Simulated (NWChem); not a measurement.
**Correlation energy of CH$_{4}$N**

SMILES: C[NH]
```xyz
6

C      0.5953    -0.1823     0.0000
N     -0.7292     0.3692     0.0000
H      0.7756    -0.8336     0.8827
H      1.3596     0.6118     0.0000
H      0.7756    -0.8336    -0.8827
H     -1.3778    -0.4354     0.0000
```
Charge 0, spin multiplicity 2.

Everything below was run with NWChem. All single points use one geometry, from UB3LYP/def2-SVP, a minimum by its harmonic frequencies.

Basis set: def2-TZVP. Each correlation energy counts from its own Hartree-Fock reference.

The correlated methods keep 2 core orbitals frozen. The structure started from a generated list of species. The unpaired electrons of the parent sit in orbitals of symmetry a" (Cs labels of the run); other states weren't searched. The stability of the SCF solutions was not checked. Open-shell Hartree-Fock references start from PBE0 orbitals. No row is a measurement; the coupled-cluster row has its own basis-set and correlation limits.

### Question
For the correlation energy, CCSD[T] on ROHF gives -393.8 mHa and SCS-UMP2 gives -346.2 mHa. What do CCSD on ROHF, UMP2, CCSD(T) on ROHF give?

### Answer
CCSD on ROHF: -380.5 mHa; UMP2: -343.5 mHa; CCSD(T) on ROHF: -393.3 mHa.
